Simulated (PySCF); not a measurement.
# Pd³³⁺: ionisation energy

Pd³³⁺ [Ne] 3s2 3p1 [3p1/2^1, M_J = 1/2] → Pd³⁴⁺ [Ne] 3s2, as a difference of total energies. Computed with PySCF 2.14 in an even-tempered Gaussian basis (19 s from 5.9 bohr⁻², ratio 2.4; 13 p from 7.6 bohr⁻², ratio 2.4; 4 d from 27 bohr⁻², ratio 2.6; 4 f from 40 bohr⁻², ratio 2.6), with the two-component X2C-1e Hamiltonian. Correlated levels: 1s2 frozen; the 50 highest virtual spinors dropped. "Screened" scales the spin-orbit matrix elements by Boettger's factors to mimic the two-electron term; Breit and QED terms are absent.

```json
{"method": "GHF (spin-free)", "ionisation energy (eV)": "2007.8"}
{"method": "GMP2 (spin-free)", "ionisation energy (eV)": "2008.1"}
{"method": "GHF (screened spin-orbit)", "ionisation energy (eV)": "2035.1"}
{"method": "GMP2 (screened spin-orbit)", "ionisation energy (eV)": "2035.5"}
```

Breit and QED terms and the two-electron picture change are absent.

The spin-free rows lack the spin-orbit shift.

For comparison: 2016 ± 9 eV (semi-empirical (NIST evaluation); NIST Atomic Spectra Database, ionization energies).
